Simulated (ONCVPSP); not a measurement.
# Hg (Z = 80), ONCV: configuration errors across variants

* Element: mercury (Hg)
* Generator: ONCVPSP 4.0.1
* Type: optimised norm-conserving Vanderbilt (ONCV)
* Functional: PBE
* Relativity: scalar-relativistic
* Frozen core: [Kr] 4d10 4f14 5s2
* Valence charge: 18
* Reference configuration: 5p6 5d10 6s1.5 6p0.5
* Partial waves: 6s: rc 2.00 bohr, ncon 4, nbas 7, qcut 2.8 1/bohr, 1 projector; 5p+6p: rc 1.70 bohr, ncon 4, nbas 7, qcut 9.6 1/bohr, 2 projectors; 5d: rc 1.90 bohr, ncon 3, nbas 7, qcut 8.3 1/bohr, 3 projectors, debl 2.5 Ha
* Local potential: polynomial inside 1.55 bohr (lpopt 5, dvloc0 -1 Ha)
* Core correction: polynomial model core, fcfact 0.4

All-electron excitation energies from the reference (eV): (1) 5p6 5d10 6s2 6p0 -2.948; (2) 5p6 5d10 6s1 6p0 7.740; (3) 5p6 5d10 6s0 6p2 9.628.

3 further variants failed, have other tests or too few solved ones, and are left out.

A true bound ghost makes a file unfit for plane-wave use even where its test errors are small: the radial tests pick states by their node count and pass the ghost by.

Errors AE − PS in meV (a dash: test not solved or not reliable):

| change | (1) | (2) | (3) | bound ghosts | GHOST(+) flags above zero |
| --- | --- | --- | --- | --- | --- |
| base | -0.7 | -4.8 | -23 | s | none |
| core correction Teter function, fcfact 1.75, rcfact 1.45 | -0.6 | -4.5 | -22 | s | none |
| s: nproj 2 | -1.2 | -5.9 | -24 | s | none |

(1) Give the same row for: all radii but the core radius scaled by about 1.21 (s 2.42, p 2.06, d 2.30 bohr); local potential polynomial inside 1.88 bohr (lpopt 5, dvloc0 -1 Ha).

Results:

(1) -0.6, -4.4, -22; bound ghosts: s; GHOST(+) flags above zero: none.
